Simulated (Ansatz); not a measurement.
Zr(Cl)4 anion (Cl4Zr), SMILES [Cl][Zr]([Cl])([Cl])[Cl] (connectivity only; charge and spin as stated), charge -1, multiplicity 2. Atoms are numbered in the order given.

```xyz
5

Zr     0.0000     0.0000     0.0000
Cl    -1.3482     1.3482     1.5218
Cl     1.3482    -1.3482     1.5218
Cl    -1.3482    -1.3482    -1.5218
Cl     1.3482     1.3482    -1.5218
```
Charge -1, spin multiplicity 2.

Geometry optimised at PBE0-D3(BJ)/def2-SVPD. The multiplicity is an assumed one; no other spin state was optimised. The isomer is the one that the SMILES or the coordinates give; other isomers of the formula were not compared. The def2 effective core potentials stand for the cores of Zr; spin–orbit coupling is left out.

Two levels are set side by side: PBE-D3(BJ)/def2-SVPD (Ansatz, a quantum-chemistry and plane-wave program) and PBE0-D3(BJ)/def2-SVPD (Ansatz). Each level has its own optimised geometry; the coordinates shown are those of the second. Differences are taken from unrounded values.

| quantity | PBE0-D3(BJ) |
|---|---|
| mean bond length (Å) | 2.439 |
| bond Zr1–Cl2 (Å) | 2.439 |
| bond Zr1–Cl3 (Å) | 2.439 |
| bond Zr1–Cl4 (Å) | 2.439 |
| bond Zr1–Cl5 (Å) | 2.439 |

What does PBE-D3(BJ) give, and how far is it from PBE0-D3(BJ)? (An estimate is asked for; the answer gives what the named calculation found.)


```json
[
 {"quantity": "mean bond length (Å)", "PBE-D3(BJ)": "2.446", "PBE-D3(BJ) minus PBE0-D3(BJ)": "0.007"},
 {"quantity": "bond Zr1–Cl2 (Å)", "PBE-D3(BJ)": "2.446", "PBE-D3(BJ) minus PBE0-D3(BJ)": "0.007"},
 {"quantity": "bond Zr1–Cl3 (Å)", "PBE-D3(BJ)": "2.446", "PBE-D3(BJ) minus PBE0-D3(BJ)": "0.007"},
 {"quantity": "bond Zr1–Cl4 (Å)", "PBE-D3(BJ)": "2.446", "PBE-D3(BJ) minus PBE0-D3(BJ)": "0.007"},
 {"quantity": "bond Zr1–Cl5 (Å)", "PBE-D3(BJ)": "2.446", "PBE-D3(BJ) minus PBE0-D3(BJ)": "0.007"}
]
```

On these quantities the two levels nearly agree.
